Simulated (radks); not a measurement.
Results of a calculation; reference values are marked as such.
These are the eigenvalues of the occupied orbitals of an atom or ion with whole-number occupations (Ry). Level of theory: scalar-relativistic Kohn-Sham, PBE, spin-polarised, spherical densities, finite nucleus; Fermi nuclear charge, rms radius of each element as measured or else 0.836 A^(1/3) + 0.57 fm (a radial shooting solver on a logarithmic mesh with Libxc functionals).

| orbital | eigenvalue |
|---|---|
| 1s | -2849.675 |
| 2s | -455.1054 |
| 2p | -408.0917 |
| 3s | -98.69771 |
| 3p | -83.68275 |
| 3d | -62.10651 |
| 4s | -21.29801 |
| 4p | -16.41398 |
| 4d | -9.34494 |
| 5s | -4.53203 |
| 5p | -3.28862 |

Which element is it, and in what charge state? The configuration may be excited. Open shells, if any, are filled with parallel spins first.

Answer. Z = 57, lanthanum, charge +3: La3+ in [Xe]. The list shows which subshells hold electrons but not how many an open one holds; the 1s level, -1424.8 hartree, gives Z - s = 53.4 by -(Z - s)^2/2, which with screening and relativity narrows Z to a few neighbours, and the depths of the outer levels then fix element, charge and occupations together.
